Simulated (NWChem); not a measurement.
# C₂H₃F₂NSi; SMILES FC1(F)N=C[SiH2]1

```xyz
9

F      0.2042    -1.4047     1.0830
C      0.0196    -0.6332     0.0000
F      0.2042    -1.4047    -1.0830
N     -1.3332    -0.0822     0.0000
C     -1.1293     1.1883     0.0000
Si     0.7643     1.1625     0.0000
H     -1.9741     1.8906     0.0000
H      1.4715     1.6410    -1.2235
H      1.4715     1.6410     1.2235
```
Atoms are numbered in this order, from 1.

Level: PBE0/def2-SVP (NWChem), optimised geometry, unscaled harmonic frequencies. 

```
frequency (cm⁻¹)  IR intensity (km/mol)
----------------  ---------------------
144                                 1.9
218                                 0.3
358                                 5.1
434                                19.5
468                                 4.4
581                                10.5
590                                 3.4
648                                16.8
680                                27.5
739                                35.5
810                                28.1
932                                 6.2
940                               131.5
1082                               76.4
1207                              182.4
1264                              307.2
1296                               22.5
1652                               18.0
2238                               79.9
2255                               95.5
3172                                9.7
```

* **zero-point energy**: 31.0 kcal/mol
* **thermal correction to the enthalpy at 298.15 K (with zero-point energy)**: 35.3 kcal/mol
* **heat capacity Cv**: 21.0 cal/(mol K)
* **entropy at 298.15 K and 1 atm (symmetry number 1)**: 76.7 cal/(mol K)
* **dipole moment**: 3.47 D

Rigid rotor and harmonic oscillator.
